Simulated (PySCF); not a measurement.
**Relaxation of singlet [ZnCl3]-**

Level of theory: PBE0 in PySCF with Zn def2-SVPD, Cl def2-SVPD; no relativity; density-fitted integrals. A (50,194) grid was used.

A hand-made trigonal pyramidal start, of C3v symmetry, held to at least that symmetry:

```xyz
4
charge -1 multiplicity 1, angstrom
Zn    0.0000    0.0000   -0.6330
Cl    1.9160    0.0000    0.3858
Cl   -0.9580    1.6593    0.3858
Cl   -0.9580   -1.6593    0.3858
```

Optimiser trace:
```
step  E − E(last) (kJ/mol)  largest gradient (Eh/bohr)
   0                151.96                     0.03343
   1                 82.88                     0.02421
   2                 28.84                     0.02409
   3                 13.43                     0.01461
   4                  8.68                     0.01060
   5                  0.51                     0.00288
   6                  0.02                     0.00052
   7                  0.00                     0.00002
```

It ends at D3h with Zn–Cl 2.233 Å (×3); Cl–Zn–Cl 120.0° (×3). A frequency run shows a minimum. Other isomers or separated fragments may lie lower.

Final geometry:
Z-matrix (Å, degrees; charge -1 multiplicity 1):
```
Zn
Cl 1 2.2325
Cl 1 2.2325 2 120.00
Cl 1 2.2325 2 120.00 3 180.00
```

The relaxation took of the order of 50 core-seconds on a shared host.
